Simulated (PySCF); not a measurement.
# Trend along the alkali metals: MBe anions

PBE0 with double-zeta basis sets in PySCF, for the lowest determinant that a PBE0 search found; no spin–orbit coupling. De refers to high-spin ground-configuration atoms (the charge goes to the atom of lower measured ionisation energy or higher electron affinity, which is not always the lowest computed limit). A positive dipole points towards Be; it is taken about the centre of mass and depends on that origin.

| M | basis | charged atom | state (unpaired electrons) | Re (Å) | ωe (cm⁻¹) | De (eV) | μ (D) |
| --- | --- | --- | --- | --- | --- | --- | --- |
| Na | def2-SVPD | Na− | singlet (closed shell) | 3.275 | 146 | 0.51 | -0.51 |
| K | aug-pcseg-1 | K− | singlet (closed shell) | 3.835 | 103 | 0.29 | 0.84 |
| Rb | def2-SVPD | Rb− | singlet (closed shell) | 3.982 | 95.9 | 0.32 | -1.29 |
| Cs | def2-SVPD | Cs− | singlet (closed shell) | 4.217 | 86.7 | 0.29 | -1.21 |

The shortest bond is that of NaBe⁻ (3.275 Å), the longest that of CsBe⁻ (4.217 Å).

The rows differ in basis set, which adds steps of its own.

Down a group the atoms grow and get heavier, so bonds lengthen and wavenumbers fall; this series shows no clear exception.

Closed-shell solutions of metal pairs were not tested for spin polarisation, which can lower them a little. Weak bonds: CsBe⁻, KBe⁻, RbBe⁻. Basis-set superposition, not corrected here, can be much of De in a small basis, most of all at correlated wavefunction levels. Spin–orbit coupling is left out. For an ion De counts to the pair picked by the measured ionisation energies or electron affinities, which need not be the lowest pair at this level. The highest Kohn–Sham level is positive in some of these anions. Much of that is self-interaction error, but it also means that the finite basis helps to hold the extra electron.
